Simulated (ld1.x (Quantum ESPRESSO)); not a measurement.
# Which change was made? (O, TM semilocal)

oxygen, norm-conserving Troullier–Martins (semilocal form), made with ld1.x (Quantum ESPRESSO) 7.5 (PBE, scalar-relativistic). Core [He], reference 2s2 2p4. Waves: 2p (bound): rc 1.80 bohr; 2s (bound): rc 0.75 bohr. Local part: the s channel. Core correction: Bessel-smoothed model core inside 0.55 bohr.

Cutoffs, loose and tight: the cutoffs (Ry, on a coarse ladder) from which the occupation-weighted sum of valence levels, in a spherical-Bessel basis at the reference potential, stays within 10 and 1 mRy of its value at 400 Ry. They do not see the model core or the augmentation charge, which bear on the density cutoff. Test errors are all-electron minus pseudo excitation energies from the reference, over the configurations 2s2 2p3; 2s2 2p2; 2s2 2p1; 2s1 2p5; 2s2 2p0; 2s2 2p4.3; 2s0 2p6; variants that change the core or the reference have their own tests.

The base gives: outcome: generated; cutoff, loose: 80 Ry; cutoff, tight: 200 Ry; bound ghosts: none; largest test error (meV): +4487.

Q: After one change the result is: outcome: generated, overlap not positive; bound ghosts: not determined (overlap not positive); largest test error (meV): +193. Which change was it?
A. wave 2p (bound): rc 1.80 bohr becomes 2p (bound): rc 2.46 bohr
B. all radii but the core radius scaled by about 0.82 (s 0.62, p 1.48 bohr)
C. type PAW, which also changes the form from semilocal to separable; waves now 2s (bound): rcut 0.65, rcutus 0.75 bohr; 2s channel at -1.15 Ry: rcut 0.65, rcutus 0.75 bohr; 2p (bound): rcut 1.55, rcutus 1.80 bohr; 2p channel at 2.45 Ry: rcut 1.55, rcutus 1.80 bohr; local potential all-electron potential smoothed inside 1.70 bohr (lloc = -2); augmentation PSQ, inside the norm-conserving radii

A: C. The others give: all radii but the core radius scaled by about 0.82 (s 0.62, p 1.48 bohr) → outcome: generated; cutoff, loose: 180 Ry; cutoff, tight: over 300 Ry; bound ghosts: none; largest test error (meV): +2308 | wave 2p (bound): rc 1.80 bohr becomes 2p (bound): rc 2.46 bohr → outcome: generated; cutoff, loose: 80 Ry; cutoff, tight: 200 Ry; bound ghosts: none; largest test error (meV): +11138. A file whose overlap is not positive is unfit for use, and its test errors describe a broken file. In the semilocal form every listed channel keeps its own potential, so the choice of the local channel does not act on these tests. It acts once the file is put into the separable form.
